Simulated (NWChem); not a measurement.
SiF$_{2}$, singlet; SMILES F[Si]F

```xyz
3

Si     0.0000     0.0000     0.5907
F      1.2659     0.0000    -0.4594
F     -1.2659     0.0000    -0.4594
```
Atoms are numbered in this order, from 1.

Low-valent species are run as closed-shell singlets; no triplet was tried in these runs. The geometry was optimised at PBE-D3(BJ)/def2-SVP.

Symmetry labels are those of C2v in the frame above (b1 and b2, or b-type labels, depend on it).

Problem. List the 4 lowest vertical singlet excitations from PBE/aug-cc-pVDZ, TDA (NWChem).

Solution. 
```tsv
state	energy (eV)	oscillator strength	symmetry	leading excitation (squared amplitude)
S1	5.47	0.195	b2	HOMO → LUMO (0.93)
S2	6.65	0.000	a2	HOMO−1 → LUMO (1.00)
S3	7.15	0.157	b1	HOMO → LUMO+1 (0.72)
S4	7.34	0.233	a1	HOMO → LUMO+2 (0.89)
```
